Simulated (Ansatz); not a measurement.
`OCBF` and `C#CBCO` differ in one atom or group.

Ansatz, PBE0-D4/def2-TZVP geometries, multiplicity 1. Each molecule was computed in one conformer, which needn't be the lowest.

| property | `OCBF` |
| --- | --- |
| HOMO energy (PBE/def2-TZVPP) / eV | -6.43 |
| LUMO energy (ωB97M-V/def2-TZVPP) / eV | 1.20 |
| HOMO energy (PBE0/def2-TZVPP) / eV | -8.12 |
| HOMO–LUMO gap (ωB97M-V/def2-TZVPP) / eV | 11.76 |
| HOMO–LUMO gap (B3LYP/def2-TZVPP) / eV | 6.82 |
| HOMO–LUMO gap (PBE/def2-TZVPP) / eV | 4.64 |

Problem. What does the change do to each property? (An estimate is asked.)

Solution. Computed: 
```csv
property,`C#CBCO`,shift
HOMO energy (PBE/def2-TZVPP) / eV,-6.24,0.19
LUMO energy (ωB97M-V/def2-TZVPP) / eV,-0.17,-1.37
HOMO energy (PBE0/def2-TZVPP) / eV,-7.89,0.23
HOMO–LUMO gap (ωB97M-V/def2-TZVPP) / eV,10.16,-1.60
HOMO–LUMO gap (B3LYP/def2-TZVPP) / eV,5.23,-1.59
HOMO–LUMO gap (PBE/def2-TZVPP) / eV,3.12,-1.52
```

With PBE0 the HOMO rises by 0.23 eV and the LUMO falls by 1.42 eV, so the gap narrows by about 1.65 eV. PBE moves the HOMO by 0.19 eV and ωB97M-V by 0.23 eV.

B3LYP here is the variant with VWN-RPA as its local correlation; programs differ in this.
